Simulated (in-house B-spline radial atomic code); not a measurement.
Results of a calculation; reference values are marked as such.
## Weak and strong correlation along the adiabatic connection

Two-electron singlets in several external potentials (atomic units), by full CI in B-splines with partial waves to l = 8 (correlation energies up to 0.6 % small). The repulsion is scaled by λ at fixed density; W(λ) is the mean repulsion less the Hartree energy, W(0) = E_x, and the area under W from 0 to 1 is E_xc.

One system gave this curve:

```json
{"λ": "0", "W (hartree)": "-1.1066"}
{"λ": "0.02", "W (hartree)": "-1.1085"}
{"λ": "0.05", "W (hartree)": "-1.1114"}
{"λ": "0.12", "W (hartree)": "-1.118"}
{"λ": "0.25", "W (hartree)": "-1.1298"}
{"λ": "0.4", "W (hartree)": "-1.1426"}
{"λ": "0.6", "W (hartree)": "-1.1586"}
{"λ": "0.8", "W (hartree)": "-1.1733"}
{"λ": "1", "W (hartree)": "-1.1869"}
{"λ": "1.4", "W (hartree)": "-1.2112"}
{"λ": "2", "W (hartree)": "-1.2417"}
{"λ": "3", "W (hartree)": "-1.281"}
{"λ": "4.5", "W (hartree)": "-1.3226"}
{"λ": "7", "W (hartree)": "-1.3669"}
{"λ": "10", "W (hartree)": "-1.3997"}
```

(1) Which system is it?
A. ω²r²/2 − Z/r, ω = 1.94, Z = 0.3
B. −V exp(−r²/w²), V = 5.52, w = 5.01
C. −Z/r, Z = 7.27, wall at 2.3 bohr
D. ω²r²/2 − Z/r, ω = 4.96, Z = 1

Results:

(1) A. The exchange energy sets the size: ω²r²/2 − Z/r, ω = 1.94, Z = 0.3: E_x = -1.11, E_c = -0.0428; −Z/r, Z = 7.27, wall at 2.3 bohr: E_x = -4.32, E_c = -0.0451; ω²r²/2 − Z/r, ω = 4.96, Z = 1: E_x = -1.9, E_c = -0.0442; −V exp(−r²/w²), V = 5.52, w = 5.01: E_x = -0.573, E_c = -0.039 hartree.
